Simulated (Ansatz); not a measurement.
Reaction (ligand exchange at a B–O bond): `BO[Si](C)(O)O` + `CC(N)F` → `BNC(C)F` + `C[Si](O)(O)O`

Gas-phase electronic energies from Ansatz, PBE0-D4/def2-TZVP geometries. CCSD(T)/CBS is the MP2 limit (def2-TZVPP, def2-QZVPP) plus CCSD(T) − MP2 in def2-TZVPP, frozen cores. Each species was taken in one conformer, which may not be the lowest.

```
        species  CCSD(T)/CBS(def2) energy (Eh)
`BO[Si](C)(O)O`                     -581.87503
       `CC(N)F`                     -234.21706
      `BNC(C)F`                     -259.64176
 `C[Si](O)(O)O`                     -556.45185
```

(1) Work out ΔE.

Largest T1 diagnostic among the species: 0.012.

## Answers

(1) ΔE = (-259.64176) + (-556.45185) − (-581.87503) − (-234.21706) = -0.00152 Eh = -4.0 kJ/mol.

In def2-TZVPP, CCSD(T) changes the Hartree–Fock value by −11.7 kJ/mol (the triples alone add −1.3 kJ/mol) and MP2 by −12.8 kJ/mol.
